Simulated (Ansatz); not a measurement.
Relaxation of `Oc1cc2c3ccccc3c3c4ccccc4c4ccccc4c3c2c2ccccc12` with RKS PBE-D4/def2-SVP.

```sh
$ ansatz run in.yaml --threads 2 --pin off --events-out ev --progress --plain --max-ram 32768MiB --backend cuda --devices 0, --max-vram 18GiB
```

```yaml
crystal:
  periodic: [false, false, false]
  atoms:
    - {symbol: O, position_ang: [4.696670, -2.114920, 1.658370]}
    - {symbol: C, position_ang: [3.514780, -1.630250, 1.189270]}
    - {symbol: C, position_ang: [2.310430, -2.127880, 1.592550]}
    - {symbol: C, position_ang: [1.084970, -1.556330, 1.174310]}
    - {symbol: C, position_ang: [-0.185180, -2.075500, 1.619600]}
    - {symbol: C, position_ang: [-0.289670, -3.089370, 2.583580]}
    - {symbol: C, position_ang: [-1.507270, -3.570150, 2.995870]}
    - {symbol: C, position_ang: [-2.678710, -3.008880, 2.494610]}
    - {symbol: C, position_ang: [-2.610410, -2.017570, 1.548900]}
    - {symbol: C, position_ang: [-1.377130, -1.561580, 1.051110]}
    - {symbol: C, position_ang: [-1.310910, -0.457460, 0.135830]}
    - {symbol: C, position_ang: [-2.419700, -0.024420, -0.682980]}
    - {symbol: C, position_ang: [-3.390380, -0.932290, -1.131490]}
    - {symbol: C, position_ang: [-4.396980, -0.538000, -1.981340]}
    - {symbol: C, position_ang: [-4.456370, 0.777770, -2.427380]}
    - {symbol: C, position_ang: [-3.477580, 1.668940, -2.054740]}
    - {symbol: C, position_ang: [-2.442270, 1.292440, -1.192660]}
    - {symbol: C, position_ang: [-1.378570, 2.197510, -0.815750]}
    - {symbol: C, position_ang: [-1.485960, 3.585150, -0.964800]}
    - {symbol: C, position_ang: [-0.463750, 4.424380, -0.590540]}
    - {symbol: C, position_ang: [0.689910, 3.895690, -0.019170]}
    - {symbol: C, position_ang: [0.816120, 2.538260, 0.145790]}
    - {symbol: C, position_ang: [-0.191720, 1.656930, -0.276310]}
    - {symbol: C, position_ang: [-0.113050, 0.244630, 0.024900]}
    - {symbol: C, position_ang: [1.113340, -0.435740, 0.332880]}
    - {symbol: C, position_ang: [2.356070, -0.071810, -0.289110]}
    - {symbol: C, position_ang: [2.420750, 0.733370, -1.443740]}
    - {symbol: C, position_ang: [3.622150, 1.086980, -1.999010]}
    - {symbol: C, position_ang: [4.824000, 0.646240, -1.435640]}
    - {symbol: C, position_ang: [4.794660, -0.217320, -0.374170]}
    - {symbol: C, position_ang: [3.570020, -0.617950, 0.187780]}
    - {symbol: H, position_ang: [4.527410, -2.818280, 2.296720]}
    - {symbol: H, position_ang: [2.305930, -2.969800, 2.269130]}
    - {symbol: H, position_ang: [0.598750, -3.502420, 3.033490]}
    - {symbol: H, position_ang: [-1.556380, -4.358690, 3.731950]}
    - {symbol: H, position_ang: [-3.637870, -3.337560, 2.865710]}
    - {symbol: H, position_ang: [-3.520150, -1.536990, 1.225390]}
    - {symbol: H, position_ang: [-3.309190, -1.972790, -0.856610]}
    - {symbol: H, position_ang: [-5.128950, -1.256290, -2.319640]}
    - {symbol: H, position_ang: [-5.245440, 1.087760, -3.096520]}
    - {symbol: H, position_ang: [-3.496530, 2.666960, -2.463680]}
    - {symbol: H, position_ang: [-2.397860, 4.010790, -1.353480]}
    - {symbol: H, position_ang: [-0.565970, 5.492420, -0.713990]}
    - {symbol: H, position_ang: [1.478310, 4.553510, 0.314780]}
    - {symbol: H, position_ang: [1.694280, 2.144270, 0.633180]}
    - {symbol: H, position_ang: [1.505230, 1.058770, -1.912660]}
    - {symbol: H, position_ang: [3.640840, 1.704840, -2.884910]}
    - {symbol: H, position_ang: [5.765280, 0.957990, -1.863600]}
    - {symbol: H, position_ang: [5.704050, -0.625360, 0.038240]}
basis:
  gaussian: {orbitals: def2-SVP, fitting: {mean_field: def2-universal-jkfit}}
hamiltonian: {xc: pbe, dispersion: d4}
scf: {lower_state_search: "off"}
output: {orbitals: {seedname: orbitals}}
relax: {f_tol: 0.03, max_steps: 70}
```

It took 47 s on 2 threads of AMD EPYC 7R13 on a shared host and a share (18 GiB) of an NVIDIA H100 80GB HBM3.

Positions (Å) and forces (eV/Å) at steps 1, 2, 3, 4, 5 of 6:

```xyz
49
step=1 energy=-33388.0180 eV
O     4.697   -2.115    1.658    0.313    0.465   -0.465
C     3.515   -1.630    1.189    0.621   -0.210    0.244
C     2.310   -2.128    1.593   -0.340   -0.065    0.055
C     1.085   -1.556    1.174    0.048   -0.148    0.180
C    -0.185   -2.075    1.620    0.219   -0.014   -0.037
C    -0.290   -3.089    2.584    0.228    0.021   -0.049
C    -1.507   -3.570    2.996   -0.108   -0.186    0.152
C    -2.679   -3.009    2.495   -0.152   -0.155    0.117
C    -2.610   -2.018    1.549   -0.100    0.052   -0.131
C    -1.377   -1.562    1.051   -0.038    0.160   -0.156
C    -1.311   -0.457    0.136   -0.143   -0.034   -0.091
C    -2.420   -0.024   -0.683    0.206   -0.104    0.209
C    -3.390   -0.932   -1.131   -0.037   -0.143    0.089
C    -4.397   -0.538   -1.981   -0.201   -0.111   -0.061
C    -4.456    0.778   -2.427   -0.209    0.031   -0.133
C    -3.478    1.669   -2.055    0.043    0.164    0.043
C    -2.442    1.292   -1.193    0.169    0.272    0.054
C    -1.379    2.198   -0.816   -0.238   -0.140   -0.139
C    -1.486    3.585   -0.965   -0.140   -0.017   -0.115
C    -0.464    4.424   -0.591    0.026    0.235   -0.048
C     0.690    3.896   -0.019    0.144    0.159    0.051
C     0.816    2.538    0.146    0.123   -0.043    0.055
C    -0.192    1.657   -0.276    0.000   -0.194    0.102
C    -0.113    0.245    0.025    0.168   -0.039   -0.046
C     1.113   -0.436    0.333   -0.151    0.223   -0.126
C     2.356   -0.072   -0.289   -0.190   -0.053    0.003
C     2.421    0.733   -1.444   -0.154   -0.031    0.012
C     3.622    1.087   -1.999    0.137    0.136   -0.166
C     4.824    0.646   -1.436    0.106    0.163   -0.182
C     4.795   -0.217   -0.374    0.083   -0.176    0.255
C     3.570   -0.618    0.188    0.274   -0.117    0.209
H     4.527   -2.818    2.297   -0.176   -0.329    0.309
H     2.306   -2.970    2.269   -0.021   -0.553    0.455
H     0.599   -3.502    3.033    0.648   -0.260    0.272
H    -1.556   -4.359    3.732   -0.018   -0.534    0.523
H    -3.638   -3.338    2.866   -0.677   -0.210    0.256
H    -3.520   -1.537    1.225   -0.571    0.267   -0.247
H    -3.309   -1.973   -0.857    0.019   -0.638    0.214
H    -5.129   -1.256   -2.320   -0.487   -0.516   -0.241
H    -5.245    1.088   -3.097   -0.532    0.224   -0.461
H    -3.497    2.667   -2.464    0.011    0.700   -0.259
H    -2.398    4.011   -1.353   -0.633    0.267   -0.283
H    -0.566    5.492   -0.714   -0.091    0.732   -0.082
H     1.478    4.554    0.315    0.550    0.446    0.250
H     1.694    2.144    0.633    0.523   -0.230    0.303
H     1.505    1.059   -1.913   -0.526    0.212   -0.271
H     3.641    1.705   -2.885   -0.004    0.417   -0.607
H     5.765    0.958   -1.864    0.659    0.183   -0.286
H     5.704   -0.625    0.038    0.621   -0.280    0.274
49
step=2 energy=-33388.4067 eV
O     4.731   -2.131    1.657    0.102    0.149   -0.157
C     3.545   -1.647    1.199    0.181   -0.118    0.124
C     2.327   -2.137    1.614   -0.085   -0.010    0.022
C     1.097   -1.557    1.187    0.055   -0.077    0.030
C    -0.181   -2.086    1.631    0.060    0.013    0.047
C    -0.277   -3.107    2.605    0.034    0.004    0.017
C    -1.502   -3.595    3.032   -0.031   -0.049    0.042
C    -2.689   -3.047    2.514   -0.018   -0.030    0.045
C    -2.626   -2.055    1.548   -0.046   -0.008   -0.034
C    -1.385   -1.572    1.057   -0.057   -0.017   -0.115
C    -1.320   -0.461    0.129   -0.096   -0.006   -0.022
C    -2.439   -0.023   -0.695    0.029   -0.056    0.117
C    -3.434   -0.931   -1.135   -0.045   -0.047    0.023
C    -4.445   -0.534   -1.999   -0.032   -0.034   -0.033
C    -4.496    0.793   -2.458   -0.056    0.025   -0.029
C    -3.509    1.691   -2.073   -0.013    0.017   -0.019
C    -2.464    1.307   -1.206    0.066    0.103   -0.018
C    -1.398    2.221   -0.822   -0.106   -0.041   -0.029
C    -1.511    3.620   -0.985   -0.012    0.024   -0.031
C    -0.492    4.477   -0.591   -0.007    0.060    0.000
C     0.664    3.952    0.013    0.026    0.049    0.017
C     0.797    2.582    0.183    0.047   -0.044   -0.009
C    -0.208    1.683   -0.253    0.085   -0.078   -0.066
C    -0.114    0.253    0.025    0.076    0.017    0.011
C     1.125   -0.435    0.326   -0.020    0.094   -0.039
C     2.384   -0.085   -0.305   -0.087    0.096    0.004
C     2.464    0.724   -1.471   -0.083    0.050    0.084
C     3.681    1.071   -2.030    0.066    0.016   -0.059
C     4.889    0.615   -1.460    0.016    0.047   -0.066
C     4.848   -0.246   -0.379    0.016   -0.070    0.072
C     3.608   -0.635    0.186    0.110   -0.043    0.030
H     4.558   -2.831    2.309   -0.075   -0.089    0.092
H     2.316   -2.985    2.306    0.001   -0.138    0.114
H     0.631   -3.517    3.057    0.163   -0.056    0.064
H    -1.545   -4.383    3.791    0.002   -0.135    0.132
H    -3.660   -3.383    2.891   -0.178   -0.061    0.050
H    -3.554   -1.600    1.192   -0.115    0.063   -0.019
H    -3.374   -1.980   -0.830    0.016   -0.142    0.008
H    -5.184   -1.264   -2.347   -0.135   -0.133   -0.040
H    -5.290    1.109   -3.142   -0.134    0.064   -0.122
H    -3.525    2.705   -2.482    0.004    0.178   -0.062
H    -2.430    4.041   -1.402   -0.151    0.061   -0.070
H    -0.604    5.558   -0.718   -0.028    0.188   -0.033
H     1.453    4.623    0.368    0.136    0.109    0.069
H     1.681    2.191    0.691    0.164   -0.095    0.074
H     1.542    1.072   -1.942   -0.165    0.073   -0.067
H     3.704    1.693   -2.931   -0.006    0.111   -0.153
H     5.848    0.912   -1.897    0.174    0.037   -0.065
H     5.765   -0.667    0.043    0.155   -0.072    0.070
49
step=3 energy=-33388.4377 eV
O     4.745   -2.147    1.647    0.003    0.005   -0.014
C     3.556   -1.657    1.204   -0.003   -0.014    0.019
C     2.333   -2.142    1.627   -0.006    0.003   -0.020
C     1.101   -1.561    1.196    0.032    0.018    0.019
C    -0.181   -2.092    1.641   -0.008   -0.040   -0.034
C    -0.272   -3.111    2.626   -0.015    0.003   -0.003
C    -1.498   -3.610    3.056   -0.011    0.002    0.005
C    -2.691   -3.071    2.530    0.016   -0.023   -0.018
C    -2.634   -2.083    1.553    0.020    0.009    0.000
C    -1.393   -1.591    1.053   -0.021    0.049    0.046
C    -1.332   -0.471    0.124    0.022    0.025   -0.025
C    -2.457   -0.027   -0.700    0.036   -0.046   -0.019
C    -3.460   -0.932   -1.146    0.013    0.004   -0.015
C    -4.476   -0.528   -2.010   -0.018    0.011    0.032
C    -4.524    0.804   -2.467    0.006    0.001   -0.007
C    -3.526    1.698   -2.085   -0.017   -0.013    0.005
C    -2.475    1.308   -1.219   -0.006    0.016    0.024
C    -1.402    2.221   -0.840    0.008   -0.012   -0.027
C    -1.508    3.625   -1.007    0.010    0.029    0.025
C    -0.487    4.483   -0.605   -0.002   -0.017   -0.015
C     0.674    3.952   -0.003    0.002   -0.031   -0.011
C     0.811    2.576    0.153   -0.028    0.101    0.085
C    -0.205    1.677   -0.277   -0.052    0.012    0.050
C    -0.120    0.246    0.022   -0.037   -0.038   -0.011
C     1.126   -0.431    0.336    0.008    0.029    0.029
C     2.392   -0.060   -0.280    0.012   -0.033   -0.039
C     2.474    0.783   -1.428    0.066   -0.076   -0.099
C     3.695    1.104   -2.010    0.008    0.008    0.049
C     4.906    0.611   -1.463   -0.035    0.009   -0.010
C     4.864   -0.260   -0.382    0.006   -0.018   -0.020
C     3.620   -0.636    0.194   -0.021    0.023   -0.007
H     4.569   -2.845    2.305   -0.017    0.003   -0.005
H     2.322   -2.996    2.321    0.006    0.014   -0.009
H     0.645   -3.512    3.080   -0.016    0.020   -0.004
H    -1.534   -4.398    3.824    0.004    0.014   -0.014
H    -3.667   -3.418    2.903    0.014    0.020   -0.002
H    -3.569   -1.624    1.206    0.004   -0.024   -0.023
H    -3.394   -1.990   -0.859   -0.018    0.016    0.027
H    -5.228   -1.257   -2.349    0.029    0.005   -0.005
H    -5.323    1.128   -3.153    0.011    0.000    0.017
H    -3.538    2.720   -2.492    0.010   -0.020    0.000
H    -2.431    4.050   -1.426    0.018   -0.007    0.004
H    -0.598    5.571   -0.732   -0.005   -0.020    0.006
H     1.466    4.625    0.362   -0.008   -0.017   -0.017
H     1.705    2.175    0.649   -0.061    0.039    0.000
H     1.547    1.161   -1.881    0.091   -0.035    0.005
H     3.717    1.741   -2.908   -0.003   -0.004    0.024
H     5.871    0.891   -1.915   -0.022   -0.013    0.012
H     5.784   -0.702    0.027   -0.023    0.014   -0.012
49
step=4 energy=-33388.4439 eV
O     4.746   -2.153    1.644    0.000   -0.005    0.005
C     3.558   -1.659    1.202   -0.002   -0.010    0.003
C     2.334   -2.139    1.627   -0.001    0.004   -0.003
C     1.104   -1.554    1.198    0.010    0.010   -0.001
C    -0.179   -2.086    1.641   -0.004    0.002    0.012
C    -0.270   -3.102    2.628   -0.009    0.008    0.004
C    -1.496   -3.604    3.054   -0.005   -0.001   -0.003
C    -2.689   -3.073    2.520    0.013    0.002    0.003
C    -2.631   -2.085    1.542    0.007   -0.005   -0.003
C    -1.390   -1.585    1.051   -0.009   -0.007   -0.002
C    -1.328   -0.467    0.122    0.005    0.012   -0.008
C    -2.452   -0.026   -0.702    0.002   -0.010    0.005
C    -3.459   -0.931   -1.142   -0.003    0.006    0.000
C    -4.477   -0.528   -2.004    0.008    0.004   -0.004
C    -4.523    0.802   -2.467   -0.002    0.001    0.005
C    -3.525    1.697   -2.087   -0.004   -0.012   -0.003
C    -2.475    1.310   -1.219    0.005    0.002   -0.013
C    -1.406    2.227   -0.836   -0.002   -0.002    0.001
C    -1.517    3.631   -1.003    0.013    0.000   -0.009
C    -0.501    4.493   -0.599    0.001   -0.006    0.003
C     0.655    3.968    0.017   -0.008   -0.003    0.003
C     0.790    2.594    0.187    0.014   -0.011   -0.035
C    -0.212    1.688   -0.261   -0.002    0.000    0.014
C    -0.117    0.254    0.024   -0.007   -0.001    0.011
C     1.131   -0.424    0.335    0.007   -0.006   -0.007
C     2.398   -0.069   -0.292   -0.013    0.006   -0.020
C     2.485    0.758   -1.452   -0.002    0.023    0.051
C     3.709    1.086   -2.023    0.011   -0.012    0.004
C     4.917    0.595   -1.471   -0.012    0.007   -0.011
C     4.870   -0.275   -0.390   -0.005    0.002    0.008
C     3.624   -0.643    0.187   -0.009    0.008   -0.012
H     4.567   -2.847    2.305   -0.008    0.007   -0.008
H     2.321   -2.992    2.323    0.002    0.012   -0.012
H     0.646   -3.497    3.090   -0.015    0.010   -0.008
H    -1.532   -4.390    3.825    0.003    0.016   -0.012
H    -3.666   -3.420    2.891    0.015    0.005   -0.013
H    -3.567   -1.638    1.182    0.020   -0.010    0.018
H    -3.399   -1.986   -0.843    0.000    0.022   -0.018
H    -5.226   -1.260   -2.345    0.012    0.011    0.012
H    -5.323    1.126   -3.152    0.015   -0.004    0.011
H    -3.536    2.717   -2.499    0.001   -0.016    0.008
H    -2.438    4.051   -1.432    0.014   -0.007    0.013
H    -0.615    5.580   -0.731    0.000   -0.019    0.000
H     1.445    4.644    0.382   -0.016   -0.012    0.001
H     1.678    2.200    0.700   -0.011   -0.005   -0.012
H     1.563    1.133   -1.913    0.012    0.003    0.011
H     3.734    1.725   -2.920   -0.003   -0.015    0.013
H     5.884    0.873   -1.919   -0.016   -0.007    0.010
H     5.788   -0.716    0.024   -0.019    0.001   -0.015
49
step=5 energy=-33388.4428 eV rejected
O     4.741   -2.167    1.634    0.021    0.001   -0.012
C     3.556   -1.667    1.195   -0.028   -0.022    0.036
C     2.332   -2.144    1.625    0.016    0.029   -0.032
C     1.103   -1.550    1.203    0.020   -0.015    0.006
C    -0.181   -2.078    1.647    0.003    0.037   -0.009
C    -0.269   -3.082    2.643   -0.019   -0.022   -0.008
C    -1.491   -3.597    3.064    0.002    0.020   -0.006
C    -2.684   -3.080    2.518    0.017   -0.024    0.021
C    -2.630   -2.094    1.538    0.004    0.004   -0.010
C    -1.391   -1.585    1.049   -0.003   -0.017    0.022
C    -1.328   -0.467    0.120    0.027    0.006    0.015
C    -2.450   -0.027   -0.705   -0.029    0.032   -0.026
C    -3.456   -0.932   -1.148   -0.001   -0.004    0.010
C    -4.473   -0.529   -2.011    0.001    0.006   -0.005
C    -4.522    0.803   -2.472    0.012   -0.002    0.011
C    -3.525    1.697   -2.088    0.003    0.003    0.007
C    -2.475    1.310   -1.220    0.010   -0.039   -0.003
C    -1.408    2.228   -0.836    0.015    0.020    0.009
C    -1.519    3.633   -1.002   -0.001   -0.010   -0.010
C    -0.503    4.495   -0.597    0.008    0.005    0.004
C     0.653    3.971    0.019   -0.002   -0.023    0.008
C     0.788    2.596    0.189    0.007   -0.022   -0.037
C    -0.214    1.690   -0.259   -0.008    0.011    0.017
C    -0.118    0.257    0.028   -0.024   -0.033    0.011
C     1.131   -0.420    0.341   -0.007    0.007   -0.023
C     2.396   -0.067   -0.289   -0.005    0.015   -0.053
C     2.485    0.762   -1.446   -0.022    0.036    0.049
C     3.708    1.088   -2.019    0.041   -0.012   -0.013
C     4.917    0.591   -1.473   -0.022   -0.010    0.014
C     4.868   -0.283   -0.395    0.017    0.008   -0.004
C     3.622   -0.649    0.183   -0.023    0.027   -0.003
H     4.557   -2.858    2.297    0.004   -0.010    0.005
H     2.327   -3.005    2.311   -0.039    0.039   -0.016
H     0.653   -3.454    3.110   -0.010   -0.037    0.030
H    -1.518   -4.380    3.838   -0.028    0.022   -0.005
H    -3.663   -3.430    2.880    0.026   -0.014    0.003
H    -3.573   -1.662    1.177    0.040    0.015   -0.009
H    -3.399   -1.988   -0.851    0.013    0.025   -0.015
H    -5.218   -1.266   -2.350   -0.005    0.028   -0.005
H    -5.320    1.128   -3.157    0.014   -0.017    0.014
H    -3.531    2.719   -2.492   -0.029   -0.007   -0.021
H    -2.439    4.057   -1.431    0.015   -0.027    0.012
H    -0.618    5.581   -0.730    0.004   -0.016    0.003
H     1.443    4.646    0.385   -0.018   -0.007   -0.002
H     1.673    2.197    0.701    0.001    0.016   -0.003
H     1.567    1.145   -1.909   -0.005   -0.012    0.033
H     3.728    1.730   -2.914    0.020   -0.017    0.015
H     5.885    0.867   -1.921   -0.024   -0.002    0.005
H     5.782   -0.730    0.019   -0.008    0.011   -0.029
```

Single mean-field runs in def2-SVP are fitted with def2-universal-jkfit.
